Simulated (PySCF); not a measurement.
All values below come from PBE-D3(BJ)/def2-TZVP // B3LYP-D3(BJ)/def2-TZVP in PySCF 2.14.0. Gas-phase values, no solvent. 

Reference species (SMILES): `[C+](=C)C` (not the most basic site) (charge +1, multiplicity 1).

The S1 oscillator strength is 0.001 and the adiabatic ionisation energy (no zero-point term) is 17.17 eV.

Changed species: `C=C[CH2+]` (proton added at C2; the reference has proton added at C1).

Give the shifts of the S1 oscillator strength and adiabatic ionisation energy (no zero-point term).

the S1 oscillator strength is nearly the same; the adiabatic ionisation energy (no zero-point term) rises by 0.55 eV, to 17.72 eV.
